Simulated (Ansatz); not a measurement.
Consider the substitution at a C–N bond: `CCNC` + `[SiH3]NP` → `CCN([SiH3])P` + CH₃NH₂.

Gas-phase electronic energies from Ansatz, PBE0-D4/def2-TZVP geometries. CCSD(T)/CBS adds triple-zeta CCSD(T) − MP2 to the extrapolated MP2 energy (def2 sets, frozen cores). Functionals use def2-TZVPP. B3LYP here is the variant with VWN-RPA as its local correlation; programs differ in this. One conformer a species, not always the lowest.

`CCNC`:

```xyz
13

C    -1.256    0.817   -1.105
C    -0.209    0.617   -0.031
N     0.114   -0.785    0.131
C     1.156   -1.019    1.104
H    -2.160    0.252   -0.870
H    -1.519    1.872   -1.202
H    -0.890    0.477   -2.079
H    -0.589    0.984    0.929
H     0.683    1.229   -0.261
H     0.386   -1.172   -0.765
H     1.397   -2.083    1.142
H     2.087   -0.460    0.910
H     0.800   -0.727    2.097
```

`[SiH3]NP`:

Cartesian coordinates in Å:
```
Si 0.733 -0.186 0.898
N -0.837 -0.077 0.189
P -1.192 0.297 -1.436
H 1.548 -1.228 0.217
H 0.565 -0.534 2.334
H 1.460 1.107 0.772
H -1.652 -0.240 0.756
H -0.277 -0.569 -2.103
H -0.348 1.430 -1.628
```

`CCN([SiH3])P`:

Cartesian coordinates in Å:
```
C -1.772 0.370 0.027
C -0.676 -0.621 -0.318
N 0.653 -0.208 0.131
Si 1.693 0.579 -1.009
P 1.134 -0.410 1.748
H -2.740 0.008 -0.327
H -1.579 1.340 -0.436
H -1.844 0.517 1.107
H -0.645 -0.769 -1.405
H -0.901 -1.600 0.119
H 3.014 0.784 -0.372
H 1.144 1.893 -1.452
H 1.817 -0.269 -2.227
H 0.016 0.132 2.452
H 0.685 -1.748 1.962
```

CH₃NH₂:

Cartesian coordinates in Å:
```
C -0.356 0.194 -0.398
N 0.322 -0.527 0.666
H 0.189 1.059 -0.803
H -1.323 0.550 -0.035
H -0.558 -0.489 -1.226
H 0.509 0.086 1.449
H 1.217 -0.874 0.347
```

| level | ΔE (kJ/mol) |
| --- | --- |
| PBE-D4 | 6.5 |
| B3LYP-D4 | 6.6 |
| B2PLYP | 11.9 |
| PBE0 | 13.2 |
| HF/def2-TZVPP | 20.8 |
| CCSD(T)/def2-TZVPP | 6.6 |
| MP2/CBS(def2) | 5.0 |
| CCSD/CBS(def2) | 9.4 |

(1) What does CCSD(T)/CBS give? (Best estimate.)

Largest T1 diagnostic among the species: 0.012.

## Answers

(1) Ansatz gave: +6.7 kJ/mol. The listed levels differ from it by -0.2, -0.1, 5.2, 6.5, 14.1, -0.1, -1.7, 2.7 kJ/mol.

The D4 term adds −9.7 kJ/mol with B3LYP and −5.6 kJ/mol with PBE0; it sums over pairs of atoms, weighted by their polarisabilities, and B3LYP, whose exchange is more repulsive, gets the larger term. In def2-TZVPP, CCSD(T) changes the Hartree–Fock value by −14.2 kJ/mol (the triples alone add −2.6 kJ/mol) and MP2 by −16.0 kJ/mol.
